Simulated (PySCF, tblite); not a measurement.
Isomers of [C6H10O]+ (charge +1 and doublet state), one GFN2-xTB conformer each. Single-point energies are computed at B3LYP/pcH-1 (PySCF, gas phase, no added dispersion term), electronic only. GFN2-xTB treats the open shell by occupation alone, and not every SCF solution was tested for stability.

```tsv
SMILES	GFN2-xTB relative energy (kJ/mol)
[CH2+][CH][C@@H]1C[C@H]1OC	0.0
[CH2+][CH][C@H](C=O)CC	39.9
[CH2+][CH]C(=O)C(C)C	16.8
```

Conformers: `[CH2+:1][CH:2][C@@H:3]1[CH2:4][C@H:5]1[O:6][CH3:7]` (charge +1 and doublet state) with H–C1–C2–C3 176° and -3°, C1–C2–C3–C4 -166°, C4–C5–O6–C7 -175°; `[CH2+:1][CH:2][C@H:3]([CH:4]=[O:5])[CH2:6][CH3:7]` (charge +1 and doublet state) with H–C1–C2–C3 -13° and 170°, C1–C2–C3–C4 47°, C2–C3–C4–O5 -68°, C2–C3–C6–C7 54°; `[CH2+:1][CH:2][C:3](=[O:4])[CH:5]([CH3:6])[CH3:7]` (charge +1 and doublet state) with H–C1–C2–C3 172° and -5°, C1–C2–C3–O4 -140°, C2–C3–C5–C6 127°.

Q: What does B3LYP/pcH-1 give for the same structures?

A: 
| SMILES | B3LYP/pcH-1 E (Eh) | B3LYP/pcH-1 (kJ/mol) | GFN2-xTB (kJ/mol) | point group |
| --- | --- | --- | --- | --- |
| [CH2+][CH][C@@H]1C[C@H]1OC | -309.55047 | 0.0 | 0.0 | C1 |
| [CH2+][CH]C(=O)C(C)C | -309.54922 | 3.3 | 16.8 | C1 |
| [CH2+][CH][C@H](C=O)CC | -309.53959 | 28.6 | 39.9 | C1 |

Both levels put the same isomer lowest; measured from each level's own lowest isomer, the values differ by up to 13.5 kJ/mol ([CH2+][CH]C(=O)C(C)C: 16.8 against 3.3). As drawn, the lowest has a three-membered ring, which the highest lacks. Neighbours under 21 kJ/mol apart ([CH2+][CH][C@@H]1C[C@H]1OC and [CH2+][CH]C(=O)C(C)C) can change places with a better method, another conformer or zero-point energy.

Q: What happens when harmonic zero-point energies from GFN2-xTB frequencies are added?

A: 
```tsv
SMILES	ZPE (kJ/mol)	electronic (kJ/mol)	with ZPE (kJ/mol)
[CH2+][CH][C@@H]1C[C@H]1OC	369.2	0.0	0.0
[CH2+][CH]C(=O)C(C)C	366.5	3.3	0.5
[CH2+][CH][C@H](C=O)CC	367.4	28.6	26.7
```

The zero-point energies span 2.7 kJ/mol. The order is unchanged.

Q: As an exercise, what shares would exp(−E/RT) give at 298.15 K from these electronic energies alone (no entropy, no degeneracies)?

A: RT = 2.479 kJ/mol: [CH2+][CH][C@@H]1C[C@H]1OC 78.9 %, [CH2+][CH]C(=O)C(C)C 21.1 %, [CH2+][CH][C@H](C=O)CC under 0.1 %.
